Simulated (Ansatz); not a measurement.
Computed with Ansatz on PBE0-D4/def2-TZVP structures; ΔE is electronic, products minus reactants. CCSD(T)/CBS is the MP2 limit (def2-TZVPP, def2-QZVPP) plus CCSD(T) − MP2 in def2-TZVPP, frozen cores. DFT in def2-TZVPP. B3LYP here is the variant with VWN-RPA as its local correlation; programs differ in this. def2 core potentials past Kr. For Ge, W outer-core shells are correlated without core-valence functions, which leaves a few kJ/mol of doubt a bond. Scalar relativity is left out up to krypton. Each species was taken in one conformer, which may not be the lowest.

`O[SiH](O)[O][GeH3]` + `[OH][W]([OH])([OH])([OH])([F])[Cl]` → `O[SiH](Cl)[O][GeH3]` + `[OH][W]([OH])([OH])([OH])([OH])[F]`  (redistribution)

```json
{"level": "PBE-D4", "ΔE (kJ/mol)": "21.3", "difference from CCSD(T)/CBS": "-3.6"}
{"level": "r2SCAN-D4", "ΔE (kJ/mol)": "22.9", "difference from CCSD(T)/CBS": "-2.0"}
{"level": "PBE0-D4", "ΔE (kJ/mol)": "23.0", "difference from CCSD(T)/CBS": "-1.9"}
{"level": "B3LYP-D4", "ΔE (kJ/mol)": "24.0", "difference from CCSD(T)/CBS": "-0.9"}
{"level": "ωB97X-V", "ΔE (kJ/mol)": "19.5", "difference from CCSD(T)/CBS": "-5.4"}
{"level": "ωB97M-V", "ΔE (kJ/mol)": "21.0", "difference from CCSD(T)/CBS": "-3.9"}
{"level": "B2PLYP", "ΔE (kJ/mol)": "26.4", "difference from CCSD(T)/CBS": "1.5"}
{"level": "PBE", "ΔE (kJ/mol)": "21.5", "difference from CCSD(T)/CBS": "-3.4"}
{"level": "r2SCAN", "ΔE (kJ/mol)": "22.9", "difference from CCSD(T)/CBS": "-2.0"}
{"level": "PBE0", "ΔE (kJ/mol)": "23.2", "difference from CCSD(T)/CBS": "-1.7"}
{"level": "B3LYP", "ΔE (kJ/mol)": "24.4", "difference from CCSD(T)/CBS": "-0.5"}
{"level": "HF/def2-TZVPP", "ΔE (kJ/mol)": "25.0", "difference from CCSD(T)/CBS": "0.1"}
{"level": "MP2/def2-TZVPP", "ΔE (kJ/mol)": "29.0", "difference from CCSD(T)/CBS": "4.1"}
{"level": "SCS-MP2/def2-TZVPP", "ΔE (kJ/mol)": "26.8", "difference from CCSD(T)/CBS": "1.9"}
{"level": "CCSD/def2-TZVPP", "ΔE (kJ/mol)": "21.1", "difference from CCSD(T)/CBS": "-3.8"}
{"level": "CCSD(T)/def2-TZVPP", "ΔE (kJ/mol)": "23.1", "difference from CCSD(T)/CBS": "-1.8"}
{"level": "HF/def2-QZVPP", "ΔE (kJ/mol)": "26.5", "difference from CCSD(T)/CBS": "1.6"}
{"level": "MP2/def2-QZVPP", "ΔE (kJ/mol)": "30.6", "difference from CCSD(T)/CBS": "5.7"}
{"level": "SCS-MP2/def2-QZVPP", "ΔE (kJ/mol)": "28.4", "difference from CCSD(T)/CBS": "3.5"}
{"level": "HF/CBS(def2)", "ΔE (kJ/mol)": "26.8", "difference from CCSD(T)/CBS": "1.9"}
{"level": "MP2/CBS(def2)", "ΔE (kJ/mol)": "30.8", "difference from CCSD(T)/CBS": "5.9"}
{"level": "CCSD/CBS(def2)", "ΔE (kJ/mol)": "23.0", "difference from CCSD(T)/CBS": "-1.9"}
{"level": "CCSD(T)/CBS", "ΔE (kJ/mol)": "24.9", "difference from CCSD(T)/CBS": "0"}
```

Largest T1 diagnostic among the species: 0.022, so the coupled-cluster value is less sure than usual.
